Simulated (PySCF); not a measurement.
**How the method moves the HOMO and LUMO of `C=C(OC)O[SiH3]`**

Species: C3H8O2Si.
Structure used (PBE0-D3(BJ)/def2-SVP), in Å, numbered top down from 1:
```xyz
14
C3H8O2Si angstrom
C     -0.6476    1.2202    1.4754
C     -0.1330    0.3792    0.5677
O     -0.7671   -0.1436   -0.5021
C     -2.1027    0.2153   -0.7362
O      1.1268   -0.0636    0.6115
Si     1.8055   -1.1048   -0.5379
H     -0.0134    1.5631    2.2905
H     -1.6768    1.5665    1.4200
H     -2.4168   -0.3083   -1.6474
H     -2.2006    1.3039   -0.8861
H     -2.7493   -0.0903    0.1037
H      3.1994   -1.2853   -0.0517
H      1.8178   -0.4875   -1.8941
H      1.1059   -2.4198   -0.5693
```

Basis pcSseg-1 throughout (PySCF), one geometry. Geometry: PBE0-D3(BJ)/def2-SVP, one conformer, isolated molecule.

**Question.** How do the orbital energies, the gap and the dipole change with the method?

**Answer.** 
```
  method           kind  HOMO (eV)  LUMO (eV)  gap (eV)  μ (D)  SCF cycles
    BLYP            GGA      -4.98      -0.23      4.75   2.06          15
    OPBE            GGA      -5.07      -0.21      4.86   2.03          16
   B97-D            GGA      -5.10      -0.19      4.91   2.08          15
     PBE            GGA      -5.13      -0.40      4.73   2.06          15
     KT3            GGA      -5.14      -0.42      4.72   1.99          16
     KT2            GGA      -5.17      -0.54      4.63   2.03          16
    BP86            GGA      -5.24      -0.41      4.83   2.09          15
     LDA            LDA      -5.31      -0.65      4.67   2.13          15
   B3LYP  global hybrid      -6.10       0.32      6.42   2.12          14
    PBE0  global hybrid      -6.32       0.51      6.83   2.13          14
mPW1PW91  global hybrid      -6.35       0.54      6.89   2.13          14
      HF   Hartree–Fock      -8.96       3.78     12.74   2.28          11
```

The HOMO spans 3.98 eV, from BLYP down to HF, and the gap runs from 4.63 eV (KT2) to 12.74 eV (HF). Over the methods BLYP (0 %), OPBE (0 %), B97-D (0 %), PBE (0 %), KT3 (0 %), KT2 (0 %), BP86 (0 %), LDA (0 %), B3LYP (20 %), PBE0 (25 %), mPW1PW91 (25 %), HF (100 %), a straight line through the gap against the share of exact exchange rises by 0.80 eV for each 10 % (correlation coefficient 0.999). The dipole ranges from 1.99 D (KT3) to 2.28 D (HF). This basis has no diffuse functions.
